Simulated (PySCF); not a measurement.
Electron affinity of Os by level of theory

Os⁻ [Xe] 4f14 5d7 6s2 (4F) → Os [Xe] 4f14 5d6 6s2 (5D), as a difference of total energies. All numbers are calculated (PySCF 2.14, a scalar-relativistic core potential, in aug-cc-pVTZ-PP with ECP60MDF). Correlated levels: valence: 5s2 5p6 frozen. The calculations carry no spin-orbit coupling.

```tsv
method	electron affinity (eV)	difference from reference (eV)
UHF	-0.628	-1.706
MP2 (valence)	0.627	-0.451
SCS-MP2 (valence)	0.723	-0.355
CCSD (valence)	0.682	-0.396
CCSD(T) (valence)	0.862	-0.216
```

Reference: 1.078 eV (measured; photodetachment measurements, as compiled on the Wikipedia data page of electron affinities).

The reference lies between the lowest fine-structure levels, while these numbers refer to the centres of the terms.

Errors of the correlated levels include the incompleteness of this basis and the frozen core.

A negative affinity means that the anion lies above the atom at that level of theory.

The coupled-cluster amplitudes are large for Os⁻ (T1 above 0.03 or a double amplitude above 0.15), so a single reference is strained.
